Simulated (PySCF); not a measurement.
C4H7OPSi.
SMILES with atom numbers: `[O:1]=[P@@H:2]1[CH:3]=[CH:4][CH:5]=[C:6]1[SiH3:7]` (hydrogens: H8 on P2; H9 on C3; H10 on C4; H11 on C5; H12, H13, H14 on Si7)

Method: PBE0/cc-pVDZ geometry optimisation, gas phase (PySCF 2.14.0); density fitting, grid level 1; the optimiser is geomeTRIC in internal coordinates, started from a GFN2-xTB structure.

Geometry at step 1:
```
atom  x, y, z in Å
O1     -0.4260   -2.4798   -0.9152
P2     -0.6780   -1.2586   -0.0635
C3     -2.1708   -0.2435   -0.2884
C4     -1.7969    1.0424   -0.3811
C5     -0.3374    1.2737   -0.3205
C6      0.4446    0.1812   -0.1715
Si7     2.3188    0.1364   -0.1149
H8     -0.7023   -1.4875    1.3650
H9     -3.1941   -0.6209   -0.3177
H10    -2.4928    1.8781   -0.4993
H11     0.0565    2.2931   -0.3991
H12     2.8526   -0.7115   -1.2262
H13     2.7557   -0.4610    1.1901
H14     2.8590    1.5299   -0.2273
```

Question: Give the atomic forces at this geometry.

Answer: 
```json
{"atom": "O1", "Fx (eV/Å)": "-0.023", "Fy (eV/Å)": "0.027", "Fz (eV/Å)": "0.079"}
{"atom": "P2", "Fx (eV/Å)": "0.071", "Fy (eV/Å)": "-0.136", "Fz (eV/Å)": "0.145"}
{"atom": "C3", "Fx (eV/Å)": "-0.061", "Fy (eV/Å)": "-0.063", "Fz (eV/Å)": "-0.022"}
{"atom": "C4", "Fx (eV/Å)": "0.020", "Fy (eV/Å)": "0.091", "Fz (eV/Å)": "-0.025"}
{"atom": "C5", "Fx (eV/Å)": "-0.021", "Fy (eV/Å)": "0.112", "Fz (eV/Å)": "-0.010"}
{"atom": "C6", "Fx (eV/Å)": "-0.012", "Fy (eV/Å)": "0.065", "Fz (eV/Å)": "-0.050"}
{"atom": "Si7", "Fx (eV/Å)": "0.018", "Fy (eV/Å)": "-0.126", "Fz (eV/Å)": "0.060"}
{"atom": "H8", "Fx (eV/Å)": "-0.007", "Fy (eV/Å)": "0.025", "Fz (eV/Å)": "-0.171"}
{"atom": "H9", "Fx (eV/Å)": "0.048", "Fy (eV/Å)": "0.013", "Fz (eV/Å)": "0.005"}
{"atom": "H10", "Fx (eV/Å)": "0.020", "Fy (eV/Å)": "-0.020", "Fz (eV/Å)": "0.016"}
{"atom": "H11", "Fx (eV/Å)": "-0.002", "Fy (eV/Å)": "-0.034", "Fz (eV/Å)": "0.011"}
{"atom": "H12", "Fx (eV/Å)": "-0.008", "Fy (eV/Å)": "0.020", "Fz (eV/Å)": "-0.012"}
{"atom": "H13", "Fx (eV/Å)": "0.019", "Fy (eV/Å)": "0.014", "Fz (eV/Å)": "-0.019"}
{"atom": "H14", "Fx (eV/Å)": "-0.062", "Fy (eV/Å)": "0.011", "Fz (eV/Å)": "-0.006"}
```

The largest, 0.21 eV/Å, acts on P2; the rms over all components is 0.060 eV/Å. The forces sum to zero within rounding, as they must for an isolated molecule in no field.

Question: Give the force on P2 in Eh/bohr and in nN.

Answer: 0.211 eV/Å ÷ 51.422 = 0.00411 Eh/bohr, and 0.211 eV/Å × 1.602 = 0.34 nN.

Question: How far is this geometry from the end of the optimisation?

Answer: 0.006 eV above it, and 0.061 Å rms away after alignment. The bonds farthest from their final lengths, with half the difference of the two atoms' forces along the bond (positive lengthens):

| bond | now (Å) | final (Å) | force along bond (eV/Å) |
| --- | --- | --- | --- |
| P2–H8 | 1.447 | 1.438 | -0.17 |
| Si7–H13 | 1.500 | 1.498 | -0.06 |
| O1=P2 | 1.510 | 1.508 | -0.06 |
| C3=C4 | 1.342 | 1.344 | +0.09 |
| P2–C3 | 1.819 | 1.821 | +0.09 |

The angle farthest from its final value is C6–Si7–H14, 109.6° against 108.1°.

The cost below is that of the whole optimisation. Hardware: an Arm Neoverse V1 with one thread, on a shared host. Cost: 68 s of wall time, 0.58 GiB resident at most.
